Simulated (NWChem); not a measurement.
Program: NWChem. System: sulfur difluoride (F2S), charge 0, spin multiplicity 1, at a geometry optimised with B3LYP/def2-SVP. Level: G0W0@PBE0/def2-TZVPP, RI basis def2-tzvpp-rifit.

Output (cleaned and shortened):

```
             Northwest Computational Chemistry Package (NWChem) 7.3.0
             --------------------------------------------------------

                                NWChem Input Module
                                -------------------

 Scaling coordinates for geometry "geometry" by  1.889725989
 (inverse scale =  0.529177249)

 Turning off AUTOSYM since
 SYMMETRY directive was detected!

                             Geometry "geometry" -> ""
                             -------------------------

 Output coordinates in angstroms (scale by  1.889725989 to convert to a.u.)

  No.       Tag          Charge          X              Y              Z
 ---- ---------------- ---------- -------------- -------------- --------------
    1 F                    9.0000     1.23996100     0.00000000    -0.49400200
    2 S                   16.0000     0.00000000     0.00000000     0.55575200
    3 F                    9.0000    -1.23996100     0.00000000    -0.49400200

 Effective nuclear repulsion energy (a.u.)     111.0908664406

            Nuclear Dipole moment (a.u.)
            ----------------------------
        X                 Y               Z
 ---------------- ---------------- ----------------
     0.0000000000     0.0000000000    -0.0000075589

      Symmetry information
      --------------------

 Group name             C2v
 Group number             16
 Group order               4
 No. of unique centers     2

      Symmetry unique atoms

     1    2


 Summary of "ao basis" -> "" (spherical)
 ------------------------------------------------------------------------------
       Tag                 Description            Shells   Functions and Types
 ---------------- ------------------------------  ------  ---------------------
 *                         def2-tzvpp                 on all atoms

 new library libraries.bse/

 Summary of "ri basis" -> "" (spherical)
 ------------------------------------------------------------------------------
       Tag                 Description            Shells   Functions and Types
 ---------------- ------------------------------  ------  ---------------------
 *                      def2-tzvpp-rifit              on all atoms

                                 NWChem DFT Module
                                 -----------------

 Summary of "ao basis" -> "ao basis" (spherical)
 ------------------------------------------------------------------------------
       Tag                 Description            Shells   Functions and Types
[...]
  ----- ------------  ---------------      ----- ------------  ---------------
    51      1.748140  2 S  pz                36     -0.959880  2 S  s
     5      0.880066  1 F  s                 78      0.880066  3 F  s
    48     -0.813831  2 S  pz                12     -0.317828  1 F  px
    85      0.317828  3 F  px                66     -0.313762  2 S  d  2
     4     -0.227130  1 F  s                 77     -0.227130  3 F  s

 center of mass
 --------------
 x =   0.00000000 y =   0.00000000 z =  -0.02706085

 moments of inertia (a.u.)
 ------------------
          68.325947956340           0.000000000000           0.000000000000
           0.000000000000         276.948256009897           0.000000000000
           0.000000000000           0.000000000000         208.622308053556

     Multipole analysis of the density
     ---------------------------------

     L   x y z        total         alpha         beta         nuclear
     -   - - -        -----         -----         ----         -------
     0   0 0 0     -0.000000    -17.000000    -17.000000     34.000000

     1   1 0 0     -0.000000     -0.000000     -0.000000      0.000000
     1   0 1 0     -0.000000     -0.000000     -0.000000      0.000000
     1   0 0 1      0.487874      0.243941      0.243941     -0.000008

     2   2 0 0    -16.975184    -57.902300    -57.902300     98.829416
     2   1 1 0     -0.000000     -0.000000     -0.000000      0.000000
     2   1 0 1      0.000000      0.000000      0.000000      0.000000
     2   0 2 0    -17.215234     -8.607617     -8.607617      0.000000
     2   0 1 1      0.000000      0.000000      0.000000      0.000000
     2   0 0 2    -15.640575    -24.487245    -24.487245     33.333915

 Task  times  cpu:       11.1s     wall:       11.1s

                                NWChem Input Module
                                -------------------

                                 NWChem GW Module
                                 ----------------

                             ***********************
                             ***        GW       ***
                             ***********************

 Summary of "ri basis" -> "ri basis" (spherical)
 ------------------------------------------------------------------------------
       Tag                 Description            Shells   Functions and Types
 ---------------- ------------------------------  ------  ---------------------
 F                      def2-tzvpp-rifit            22       76   8s6p4d3f1g
 S                      def2-tzvpp-rifit            33      123   11s8p7d5f2g

                 Memory Information
                 ------------------
          Available GA per process is          1699.9 MBs
          Available stack per process is        700.0 MBs
          Available heap per process is           0.0 MBs

          Peak memory in Initialization
              Peak GA per process is                  4.8 MBs
              Peak stack per process is               0.1 MBs
              Peak heap per process is                5.1 MBs
              Memory not in MA per process            0.0 MBs

          Peak memory in AFF Calculation
              Peak GA per process is                 23.9 MBs
              Peak stack per process is              16.7 MBs
              Peak heap per process is                0.0 MBs
              Memory not in MA per process           16.7 MBs

          Computing 2-center integrals
          Computing Inverse Cholesky factor
          Computing 3-center integrals
          Computing V_xc ...

          Computing Sigma_x
          Computing RPA polarizability
          Solving quasiparticle equations

                  Alpha Orbitals
          State     Energy (eV)     Error (eV)
          -----------------------------------
@GW        14        -15.663           0.002
@GW        15        -15.286           0.002
@GW        16        -14.939           0.004
@GW        17        -10.062           0.002
@GW        18          0.917           0.002
@GW        19          1.803           0.002

   Applying  -2.6696 eV scissor-shift to rest of particle states

   Applying   2.8505 eV scissor-shift to rest of hole states

     GW Timing Statistics
   ------------------------
   Init.   :          0.2s
     ERIs  :          1.7s
     Distr.:          0.0s
     Vxc   :          1.4s
   Sigma_x :          0.0s
   RPA     :          1.6s
   Wmn     :          0.0s
   Sigma_c :          0.0s
   GW total:          5.0s

 Task  times  cpu:        5.0s     wall:        5.0s

 Total times  cpu:       16.1s     wall:       16.1s
```

Question: Write an NWChem input that would produce this output.

Answer: This is not unique; one that fits is 
```
start mol
memory heap 200 mb stack 700 mb global 1700 mb
geometry units angstroms nocenter noautoz
  F      1.239961     0.000000    -0.494002
  S      0.000000     0.000000     0.555752
  F     -1.239961     0.000000    -0.494002
  symmetry group C2v
end
basis spherical
  * library def2-tzvpp
end
basis "ri basis" bse spherical
  * library def2-tzvpp-rifit
end
dft
  xc pbe0
  iterations 100
  direct
  tolerances tight
end
task dft energy
gw
  states alpha occ 4 vir 2
end
task dft gw
```
